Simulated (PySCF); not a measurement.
# Correlation energy of Cd (cadmium, neutral)

[Kr] 4d10 5s1 5p1, 5s spin antiparallel (an excited configuration). All numbers are calculated (PySCF 2.14, scalar relativity through the core potential, in aug-cc-pVDZ-PP with ECP28MDF (5s5p4d2f, 54 functions)). Frozen: 4s2 4p6; 12 electrons correlated.

MP2 pair energies summed by pair of shells (mhartree):

| pair | energy | share (%) |
| --- | --- | --- |
| 4d-4d | -292.04 | 82.0 |
| 4d-5s | -37.23 | 10.5 |
| 4d-5p | -13.52 | 3.8 |
| 5s-5p | -13.20 | 3.7 |

Total MP2 correlation energy: -356.00 mhartree.

Same-spin part -129.14 and opposite-spin part -226.86 mhartree; SCS-MP2 scales them by 1/3 and 6/5 to -315.27 mhartree.
